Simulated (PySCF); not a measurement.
Homolysis of single bonds, series In F-OH. All species are isolated molecules in the gas phase. One relaxed conformer stands for each flexible species; it need not be the lowest. Strings in code marks are SMILES.

The four lowest singlet excitations (Tamm–Dancoff). Level of theory: PBE-D3(BJ)/def2-TZVP // M06-2X/def2-TZVP (PySCF 2.14.0). Excitations are Tamm–Dancoff values on a coarser integration grid. The basis has no diffuse functions, so Rydberg states are missing or too high.

```
state  energy (eV)  wavelength (nm)  oscillator strength
-----  -----------  ---------------  -------------------
S1            4.18              297                0.000
S2            4.59              270                0.022
S3            5.11              242                0.064
S4            5.54              224                0.017
```

Problem. Identify which member gives these states.
(A) `[OH][In]([OH])[F]` (H–O–In–F torsion 0°, F–In–O–H torsion -180°)
(B) `[OH][In]([OH])[OH]`
(C) `[F][In]([F])[F]`

Solution. A, `[OH][In]([OH])[F]` (H–O–In–F torsion 0°, F–In–O–H torsion -180°)
